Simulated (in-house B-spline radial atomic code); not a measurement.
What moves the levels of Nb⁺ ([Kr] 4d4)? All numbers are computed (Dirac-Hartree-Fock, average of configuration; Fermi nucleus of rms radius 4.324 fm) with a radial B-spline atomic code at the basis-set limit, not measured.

Baseline run (computed): total energy -3817.9497 hartree, 1s1/2 at -702.1618 hartree, 4d5/2 at -13.443 eV with <r> = 2.044 bohr.

Scaling the speed of light c (a factor of 100 is close to the non-relativistic limit):

```csv
c/c0,ΔE (hartree),4d5/2 level (eV),4d5/2 <r> (bohr)
0.9,-16.034,-13.3729,2.053
0.98,-2.7933,-13.4305,2.045
1.02,2.6209,-13.4545,2.042
1.5,36.634,-13.6114,2.024
100,64.67,-13.7492,2.008
```

Changing the nucleus:

```tsv
nucleus	ΔE (eV)
Gaussian nucleus of rms radius 4.324 fm	-0.00287
uniform spherical nucleus of rms radius 4.324 fm	0.00133
Gaussian nucleus of rms radius 0.01 fm	-1.32
Fermi nucleus of rms radius 4.2375 fm	-0.0499
Fermi nucleus of rms radius 4.4105 fm	0.0508
```

A larger nucleus binds the electrons less, roughly as the density at the nucleus times the change of the nuclear <r²>. At equal rms radius the shape enters only through higher moments. A radius of 0.01 fm is nearly a point.

**Question.** The nuclear charge is raised by 0.1. What does the Hellmann-Feynman theorem predict for the energy, and what is found?

**Answer.** dE/dZ ≈ -Σ<1/r>, which is -224.747 at the start and -225.496 at the end; their mean times 0.1 is -22.512 hartree, and the two runs differ by -22.512 hartree.
